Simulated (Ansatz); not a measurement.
Ansatz (an electronic-structure program) input (B3LYP-D3(BJ)/def2-TZVP):

Ansatz 0.2 input:
```yaml
crystal:
  periodic: [false, false, false]
  atoms:
    - {symbol: Al, position_ang: [0.26089531, 0.21329292, 0.23677331]}
    - {symbol: O, position_ang: [1.18655868, -0.44770898, -0.94995563]}
    - {symbol: F, position_ang: [-1.43156761, 0.08987376, 0.50239912]}
basis:
  gaussian:
    orbitals: def2-TZVP
hamiltonian:
  xc: b3lyp
  dispersion: d3bj
total_charge: -1
magnetization: {spin_polarized: true, initial_magnetization: 1}
phonons: {temperatures: {t_min: 298.15, t_max: 298.15, t_step: 100}}
```

Output:

```
Functional definition: B3LYP
integrals: 0.02 GiB planned
566 factors; their error is unknown
mean field: 0.30 GiB planned
mean field evaluation 1: about -11362.5330 eV, gradient 3.1e1 eV
mean field evaluation 2: about -11283.8495 eV, gradient 1.2e2 eV
mean field evaluation 4: about -11366.2106 eV, gradient 1.1e1 eV
mean field evaluation 8: about -11366.5969 eV, gradient 9.7e-2 eV
mean field evaluation 16: about -11366.5970 eV, gradient 3.5e-5 eV
mean field -11366.59695763 eV, -417.7147336369 hartree, gradient 3.6e-5 eV, S^2 0.753540; 0 other end points of the search recorded, 0 dependent functions left out
the calculation of the forces begins
reference -11366.59715031 eV, -417.7147407177 hartree; 16, 15 occupied and 83, 84 virtual orbitals, 566 factors
these checks for a lower state are left out or cut short: stability, starts, cluster_reference, orbital_swaps, neighbouring_geometries, increment
integrals: 0.02 GiB planned
566 factors; their error is unknown
mean field: 0.30 GiB planned
mean field -11366.59688281 eV, -417.7147308871 hartree, gradient 8.6e-7 eV, S^2 0.753570; 0 other end points of the search recorded, 0 dependent functions left out
the calculation of the forces begins
reference -11366.59707550 eV, -417.7147379684 hartree; 16, 15 occupied and 83, 84 virtual orbitals, 566 factors
these checks for a lower state are left out or cut short: stability, starts, cluster_reference, orbital_swaps, neighbouring_geometries, increment
integrals: 0.02 GiB planned
566 factors; their error is unknown
mean field: 0.30 GiB planned
mean field evaluation 32: about -11366.5969 eV, gradient 1.6e-6 eV
mean field -11366.59688218 eV, -417.7147308641 hartree, gradient 1.6e-6 eV, S^2 0.753510; 0 other end points of the search recorded, 0 dependent functions left out
the calculation of the forces begins
reference -11366.59707485 eV, -417.7147379444 hartree; 16, 15 occupied and 83, 84 virtual orbitals, 566 factors
these checks for a lower state are left out or cut short: stability, starts, cluster_reference, orbital_swaps, neighbouring_geometries, increment
integrals: 0.02 GiB planned
566 factors; their error is unknown
mean field: 0.30 GiB planned
mean field -11366.59691122 eV, -417.7147319312 hartree, gradient 1.5e-6 eV, S^2 0.753534; 0 other end points of the search recorded, 0 dependent functions left out
the calculation of the forces begins
reference -11366.59710391 eV, -417.7147390123 hartree; 16, 15 occupied and 83, 84 virtual orbitals, 566 factors
these checks for a lower state are left out or cut short: stability, starts, cluster_reference, orbital_swaps, neighbouring_geometries, increment
integrals: 0.02 GiB planned
566 factors; their error is unknown
mean field: 0.30 GiB planned
mean field -11366.59691045 eV, -417.7147319028 hartree, gradient 1.2e-6 eV, S^2 0.753545; 0 other end points of the search recorded, 0 dependent functions left out
the calculation of the forces begins
reference -11366.59710311 eV, -417.7147389832 hartree; 16, 15 occupied and 83, 84 virtual orbitals, 566 factors
these checks for a lower state are left out or cut short: stability, starts, cluster_reference, orbital_swaps, neighbouring_geometries, increment
integrals: 0.02 GiB planned
566 factors; their error is unknown
mean field: 0.30 GiB planned
mean field -11366.59688064 eV, -417.7147308075 hartree, gradient 1.0e-6 eV, S^2 0.753514; 0 other end points of the search recorded, 0 dependent functions left out
the calculation of the forces begins
reference -11366.59707332 eV, -417.7147378884 hartree; 16, 15 occupied and 83, 84 virtual orbitals, 566 factors
these checks for a lower state are left out or cut short: stability, starts, cluster_reference, orbital_swaps, neighbouring_geometries, increment
integrals: 0.02 GiB planned
566 factors; their error is unknown
mean field: 0.30 GiB planned
mean field -11366.59689407 eV, -417.7147313011 hartree, gradient 2.4e-6 eV, S^2 0.753566; 0 other end points of the search recorded, 0 dependent functions left out
the calculation of the forces begins
reference -11366.59708675 eV, -417.7147383817 hartree; 16, 15 occupied and 83, 84 virtual orbitals, 566 factors
these checks for a lower state are left out or cut short: stability, starts, cluster_reference, orbital_swaps, neighbouring_geometries, increment
integrals: 0.02 GiB planned
566 factors; their error is unknown
mean field: 0.30 GiB planned
mean field evaluation 64: about -11366.5969 eV, gradient 5.6e-5 eV
mean field -11366.59694693 eV, -417.7147332437 hartree, gradient 2.4e-6 eV, S^2 0.753549; 0 other end points of the search recorded, 0 dependent functions left out
the calculation of the forces begins
reference -11366.59713960 eV, -417.7147403239 hartree; 16, 15 occupied and 83, 84 virtual orbitals, 566 factors
these checks for a lower state are left out or cut short: stability, starts, cluster_reference, orbital_swaps, neighbouring_geometries, increment
integrals: 0.02 GiB planned
566 factors; their error is unknown
mean field: 0.30 GiB planned
mean field -11366.59693094 eV, -417.7147326559 hartree, gradient 2.8e-6 eV, S^2 0.753531; 0 other end points of the search recorded, 0 dependent functions left out
the calculation of the forces begins
reference -11366.59712363 eV, -417.7147397373 hartree; 16, 15 occupied and 83, 84 virtual orbitals, 566 factors
these checks for a lower state are left out or cut short: stability, starts, cluster_reference, orbital_swaps, neighbouring_geometries, increment
integrals: 0.02 GiB planned
566 factors; their error is unknown
mean field: 0.30 GiB planned
mean field -11366.59696048 eV, -417.7147337416 hartree, gradient 2.5e-6 eV, S^2 0.753536; 0 other end points of the search recorded, 0 dependent functions left out
the calculation of the forces begins
reference -11366.59715314 eV, -417.7147408217 hartree; 16, 15 occupied and 83, 84 virtual orbitals, 566 factors
these checks for a lower state are left out or cut short: stability, starts, cluster_reference, orbital_swaps, neighbouring_geometries, increment
integrals: 0.02 GiB planned
566 factors; their error is unknown
mean field: 0.30 GiB planned
mean field -11366.59694765 eV, -417.7147332702 hartree, gradient 2.6e-6 eV, S^2 0.753544; 0 other end points of the search recorded, 0 dependent functions left out
the calculation of the forces begins
reference -11366.59714035 eV, -417.7147403515 hartree; 16, 15 occupied and 83, 84 virtual orbitals, 566 factors
these checks for a lower state are left out or cut short: stability, starts, cluster_reference, orbital_swaps, neighbouring_geometries, increment
integrals: 0.02 GiB planned
566 factors; their error is unknown
mean field: 0.30 GiB planned
mean field -11366.59692012 eV, -417.7147322582 hartree, gradient 2.5e-6 eV, S^2 0.753537; 0 other end points of the search recorded, 0 dependent functions left out
the calculation of the forces begins
reference -11366.59711280 eV, -417.7147393392 hartree; 16, 15 occupied and 83, 84 virtual orbitals, 566 factors
these checks for a lower state are left out or cut short: stability, starts, cluster_reference, orbital_swaps, neighbouring_geometries, increment
integrals: 0.02 GiB planned
566 factors; their error is unknown
mean field: 0.30 GiB planned
mean field evaluation 96: about -11366.5776 eV, gradient 8.0e-2 eV
mean field -11366.59693690 eV, -417.7147328748 hartree, gradient 1.7e-6 eV, S^2 0.753543; 0 other end points of the search recorded, 0 dependent functions left out
the calculation of the forces begins
reference -11366.59712957 eV, -417.7147399553 hartree; 16, 15 occupied and 83, 84 virtual orbitals, 566 factors
Total energy: -11366.65389232 eV, -417.7168259481 hartree
Atom 0 at     0.260895     0.213293     0.236773 Å, force     0.000091    -0.000124    -0.000201 eV/Å
Atom 1 at     1.186559    -0.447709    -0.949956 Å, force    -0.000160     0.000117     0.000209 eV/Å
Atom 2 at    -1.431568     0.089874     0.502399 Å, force     0.000070     0.000007    -0.000008 eV/Å
Dipole moment:    -0.490590     0.158005     0.354019 e Å
Vibrations: 244.30 641.52 970.57 cm⁻¹, zero-point energy 0.115082 eV
```
